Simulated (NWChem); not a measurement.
Molecule: WO$_{2}$ClF; SMILES [O]=[W](=[O])([F])[Cl]

Results from NWChem. Structure relaxed at the PBE0/def2-SVP level. def2 effective core potentials on W; no spin-orbit coupling. Level B3LYP/def2-SVP: energy and gradient on several grids; changes count from the extra-fine grid, which is no exact limit either.

```json
[
 {"grid": "xcoarse", "size of the energy change (μHa)": "3000", "largest change of a gradient component (μHa/bohr)": "7000"},
 {"grid": "coarse", "size of the energy change (μHa)": "80", "largest change of a gradient component (μHa/bohr)": "500"},
 {"grid": "medium", "size of the energy change (μHa)": "< 10", "largest change of a gradient component (μHa/bohr)": "< 30"},
 {"grid": "fine", "size of the energy change (μHa)": "< 10", "largest change of a gradient component (μHa/bohr)": "< 30"},
 {"grid": "xfine", "size of the energy change (μHa)": "< 10", "largest change of a gradient component (μHa/bohr)": "< 30"}
]
```
